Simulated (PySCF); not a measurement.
NICS in isomers of C6H11N3.

Probes without a nucleus sit at each ring's centroid and 1 Å off its mean plane on both sides; NICS is minus the shielding there, NICSzz its component along the normal. Level: GIAO PBE0/pcSseg-1 (PySCF, non-relativistic, gas phase) on the PBE0-D3(BJ)/def2-SVP geometries, one conformer each. Atom numbers follow the mapped SMILES.

Question: Order these rings by mean NICS(1)zz, lowest (most negative) first (ppm).
A. ring C5–C6–N7–N8–N9 in `[CH3:1][C:2]([CH3:3])([CH3:4])[c:5]1[cH:6][n:7][nH:8][n:9]1`
B. ring C4–C5–N6–N7–N9 in `[CH3:1][CH:2]([CH3:3])[c:4]1[cH:5][n:6][n:7]([CH3:8])[n:9]1`
C. ring C3–N4–N5–N7–C8 in `[CH3:1][CH2:2][c:3]1[n:4][n:5]([CH3:6])[n:7][c:8]1[CH3:9]`
D. ring C2–N3–N4–C5–N9 in `[CH3:1][c:2]1[n:3][nH:4][c:5]([CH:6]([CH3:7])[CH3:8])[n:9]1`

Answer: A (-33.9), B (-32.0), C (-30.4), D (-29.3).

```json
{"SMILES": "CC(C)(C)c1cn[nH]n1", "ring": "5-membered ring with 3 N; formal bonds all aromatic", "NICS(0)": "-14.0", "NICS(1)": "-13.6", "NICS(1)zz": "-33.9", "HOMA": "0.97", "rms pucker (Å)": "0.00", "ring atoms with four or more neighbours": "0"}
{"SMILES": "CC(C)c1cnn(C)n1", "ring": "5-membered ring with 3 N; formal bonds all aromatic", "NICS(0)": "-13.0", "NICS(1)": "-13.1", "NICS(1)zz": "-32.0", "HOMA": "0.97", "rms pucker (Å)": "0.00", "ring atoms with four or more neighbours": "0"}
{"SMILES": "CCc1nn(C)nc1C", "ring": "5-membered ring with 3 N; formal bonds all aromatic", "NICS(0)": "-12.1", "NICS(1)": "-12.8", "NICS(1)zz": "-30.4", "HOMA": "0.96", "rms pucker (Å)": "0.00", "ring atoms with four or more neighbours": "0"}
{"SMILES": "Cc1n[nH]c(C(C)C)n1", "ring": "5-membered ring with 3 N; formal bonds all aromatic", "NICS(0)": "-11.9", "NICS(1)": "-11.4", "NICS(1)zz": "-29.3", "HOMA": "0.95", "rms pucker (Å)": "0.00", "ring atoms with four or more neighbours": "0"}
```

NICS(0) gives the same order. The isotropic NICS(1) gives the same order. HOMA uses Krygowski's 1993 parameters. NICS(1) and NICS(1)zz are means over the two faces.
